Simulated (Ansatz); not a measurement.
Kohn–Sham single points on CH₄F₃GeN (`C[NH][Ge]([F])([F])[F]`).

```yaml
crystal:
  periodic: [false, false, false]
  atoms:
    - {symbol: C, position_ang: [0.073890, -1.216107, 0.802778]}
    - {symbol: N, position_ang: [0.574804, -0.360342, -0.262538]}
    - {symbol: Ge, position_ang: [-0.248321, 1.149463, -0.715101]}
    - {symbol: F, position_ang: [-1.883503, 0.840942, -1.097334]}
    - {symbol: F, position_ang: [0.521654, 1.849808, -2.067262]}
    - {symbol: F, position_ang: [-0.323166, 2.390903, 0.464871]}
    - {symbol: H, position_ang: [-1.015588, -1.256409, 0.757586]}
    - {symbol: H, position_ang: [0.440371, -2.233979, 0.654271]}
    - {symbol: H, position_ang: [0.362805, -0.883050, 1.805034]}
    - {symbol: H, position_ang: [1.580055, -0.332330, -0.339305]}
basis:
  gaussian: {orbitals: def2-TZVPP}
hamiltonian: {xc: {name: BLYP}, dispersion: d4}
output: {orbitals: {seedname: orbitals}}
```

```sh
$ ansatz run in.yaml --threads 4 --pin off --events-out ev --progress --plain --max-ram 11315MiB
```

Shortened log:

```
Functional definition: BLYP
1397 factors; their error is unknown
mean field evaluation 1: about -67251.8324 eV, gradient 1.0e2 eV
mean field evaluation 2: about -67196.9382 eV, gradient 2.0e2 eV
mean field evaluation 4: about -67268.6591 eV, gradient 2.0e1 eV
mean field evaluation 8: about -67269.2998 eV, gradient 3.0e-1 eV
mean field evaluation 16: about -67269.2729 eV, gradient 8.6e-4 eV
mean field -67269.27286951 eV, -2472.1001812037 hartree, gradient 6.0e-5 eV, S^2 0.000000; 0 other end points of the search recorded, 0 dependent functions left out
reference -67269.27319661 eV, -2472.1001932245 hartree; 38, 38 occupied and 221, 221 virtual orbitals, 1397 factors
Total energy: -67269.71596138 eV, -2472.1164645297 hartree
```

Hardware: 4 threads of an Arm Neoverse V2 on a shared host. Wall time 2.6 s, peak host memory 0.35 GiB.

The same input with `hamiltonian: {xc: {name: LC-wPBE}}` (abridged; 3.3 s):

```
Functional definition: LC-wPBE
mean field evaluation 16: about -67256.2043 eV, gradient 1.2e-4 eV
mean field -67256.20430377 eV, -2471.6199202709 hartree, gradient 7.0e-5 eV, S^2 0.000000
Total energy: -67256.20430377 eV, -2471.6199202711 hartree
```

Changing it to `hamiltonian: {xc: {name: wB97M-V}}` and forces (abridged; 15 s):

```
Functional definition: wB97M-V
mean field evaluation 16: about -67263.3534 eV, gradient 1.3e-4 eV
mean field -67263.35341391 eV, -2471.8826452226 hartree, gradient 4.1e-5 eV, S^2 0.000000
Total energy: -67263.35345500 eV, -2471.8826467329 hartree
Atom 0 force    -0.102520    -0.213177     0.232468 eV/Å
Atom 1 force     0.147260     0.161934    -0.148508 eV/Å
Atom 2 force     0.034597    -0.068442     0.024584 eV/Å
Atom 3 force    -0.101949    -0.021676    -0.019880 eV/Å
Atom 4 force     0.045097     0.042887    -0.075379 eV/Å
Atom 5 force     0.002605     0.047423     0.059054 eV/Å
Atom 6 force     0.079630     0.006665     0.001708 eV/Å
Atom 7 force    -0.038637     0.088207     0.025191 eV/Å
Atom 8 force    -0.026394    -0.027131    -0.096709 eV/Å
Atom 9 force    -0.039688    -0.016691    -0.002529 eV/Å
Dipole moment:     0.369278    -0.555965     0.330825 e Å
```

With the line `hamiltonian: {xc: {name: PBE-QIDH}}` (abridged; 8 s):

```
Functional definition: PBE-QIDH
mean field evaluation 16: about -67227.6413 eV, gradient 1.4e-4 eV
mean field -67227.64131512 eV, -2470.5702497987 hartree, gradient 6.8e-6 eV, S^2 0.000000
14 core orbitals not correlated: weight in the atoms' cores, before any rotation towards them, 1.000 or more for the frozen orbitals, at most 0.000 for the correlated occupied ones
second order -41.79665728 eV of doubles, -0.00000000 eV of singles
Total energy: -67241.57354415 eV, -2471.0822497720 hartree
```

Changing it to `hamiltonian: {xc: hse06, dispersion: d4}` (abridged; 4.5 s):

```
Functional definition: HSE06
mean field evaluation 16: about -67251.0808 eV, gradient 1.4e-5 eV
mean field -67251.08080330 eV, -2471.4316351016 hartree, gradient 1.4e-5 eV, S^2 0.000000
Total energy: -67251.23808571 eV, -2471.4374151234 hartree
```

With the line `hamiltonian: {xc: r2scan, dispersion: d4}` and forces (abridged; 6.5 s):

```
Functional definition: r2SCAN
mean field evaluation 16: about -67264.5005 eV, gradient 7.0e-4 eV
mean field -67264.50049226 eV, -2471.9247995747 hartree, gradient 3.6e-5 eV, S^2 0.000000
Total energy: -67264.54986702 eV, -2471.9266140636 hartree
Atom 0 force    -0.081767    -0.132141     0.178340 eV/Å
Atom 1 force     0.059452     0.035846    -0.188373 eV/Å
Atom 2 force     0.015689    -0.000216     0.011099 eV/Å
Atom 3 force    -0.057936    -0.018087    -0.009152 eV/Å
Atom 4 force     0.028936     0.020454    -0.050912 eV/Å
Atom 5 force    -0.017021     0.069162     0.057036 eV/Å
Atom 6 force     0.018739     0.012259    -0.007463 eV/Å
Atom 7 force    -0.003546     0.013921     0.004517 eV/Å
Atom 8 force    -0.004943    -0.008008    -0.000189 eV/Å
Atom 9 force     0.042397     0.006809     0.005096 eV/Å
Dipole moment:     0.365792    -0.558712     0.326858 e Å
```

HSE06 is the plane-wave form, built on full-range PBE exchange.
